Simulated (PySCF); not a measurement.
C₂H₁₀O₂Si₂, SMILES [SiH3]O[C@@H]([SiH2]O)C.

The structure is a stationary point at ωB97X-D3(BJ)/def2-SVP. The structure was generated by enumeration; whether it is a known compound was not checked. One conformer was computed; it need not be the lowest.

All values below come from PBE/def2-TZVP in PySCF.

Isolated molecule, no solvent.

The total energy is -811.25656 hartree and the highest occupied level is -6.38 eV. The lowest empty level is -1.04 eV. The orbital gap is 5.34 eV, the dipole moment is 2.00 D and the quadrupole, principal values (traceless, Buckingham form, about the centre of nuclear charge) is -6.06, 0.41, 5.64 D·Å. The mean static polarisability comes out as 86.4 bohr³ (12.80 Å³) and the polarisability, principal values comes out as 76.1, 84.9, 98.2 bohr³.
